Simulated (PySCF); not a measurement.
**Radial density of In+ (indium, charge +1)**

UHF, [Kr] 4d10 5s2, closed-shell 1S. Calculation: PySCF 2.14, in x2c-TZVPall (8s6p4d2f, 60 functions); scalar relativity by spin-free X2C-1e.

```tsv
r (bohr)	4πr²ρ (e/bohr)
0.0272	60.09
0.0458	54.84
0.0770	76.71
0.129	66.94
0.218	59.69
0.366	49.60
0.616	18.99
1.04	18.16
1.74	4.279
2.93	0.8644
4.93	0.06209
8.30	0.0002962
```

Densities and radii are taken from the X2C orbitals without a picture-change correction, which distorts them close to the nucleus.
